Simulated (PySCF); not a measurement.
Si(H)(F)(vinyl)2 (C₄H₇FSi), SMILES C=C[SiH](F)C=C.

The structure is a stationary point at PBE0-D3(BJ)/def2-SVP. One conformer was computed; it need not be the lowest.

The numbers are results of TDA-PBE0/def2-SVPD (PySCF), not measurements.

Vertical excitations. 

Computed UV-visible absorptions:
```csv
state,energy (eV),λ (nm),f,main pairs
S1,6.08,204,0.045,"HOMO→LUMO 67 %, HOMO→LUMO+1 12 %, HOMO−2→LUMO 11 %"
S2,6.44,193,0.017,"HOMO−2→LUMO 35 %, HOMO−1→LUMO 33 %, HOMO−1→LUMO+1 12 %, HOMO→LUMO+1 8 %"
S3,6.73,184,0.010,"HOMO−2→LUMO 39 %, HOMO−1→LUMO+1 23 %, HOMO−3→LUMO 11 %, HOMO−2→LUMO+1 11 %"
S4,6.95,178,0.013,"HOMO−3→LUMO 32 %, HOMO−2→LUMO+1 32 %, HOMO−1→LUMO+1 14 %, HOMO→LUMO+1 9 %"
S5,7.06,176,0.004,"HOMO−2→LUMO+1 36 %, HOMO−3→LUMO 25 %, HOMO−1→LUMO 17 %, HOMO→LUMO+1 14 %"
S6,7.36,169,0.660,"HOMO→LUMO+1 25 %, HOMO−3→LUMO+1 22 %, HOMO−1→LUMO+1 22 %, HOMO→LUMO 17 %"
S7,7.56,164,0.095,"HOMO→LUMO+2 51 %, HOMO−3→LUMO 13 %, HOMO−1→LUMO 10 %, HOMO−1→LUMO+1 8 %"
S8,7.68,161,0.050,"HOMO→LUMO+2 25 %, HOMO−1→LUMO+2 23 %, HOMO−3→LUMO+1 20 %, HOMO→LUMO+3 7 %"
S9,7.94,156,0.099,"HOMO→LUMO+3 48 %, HOMO−1→LUMO+3 22 %"
S10,8.06,154,0.069,"HOMO−3→LUMO+1 22 %, HOMO−1→LUMO+3 21 %, HOMO→LUMO+4 15 %, HOMO→LUMO+1 9 %"
T1,4.15,299,0,"HOMO→LUMO 43 %, HOMO→LUMO+1 20 %, HOMO−1→LUMO+1 14 %, HOMO−1→LUMO 13 %"
T2,4.18,296,0,"HOMO−1→LUMO 53 %, HOMO→LUMO+1 31 %"
T3,5.68,218,0,"HOMO−2→LUMO 42 %, HOMO→LUMO 26 %, HOMO→LUMO+1 13 %, HOMO−3→LUMO 9 %"
T4,5.94,209,0,"HOMO−2→LUMO+1 30 %, HOMO−2→LUMO 18 %, HOMO−1→LUMO 12 %, HOMO−1→LUMO+1 12 %"
```
Triplets are in the Tamm–Dancoff approximation.
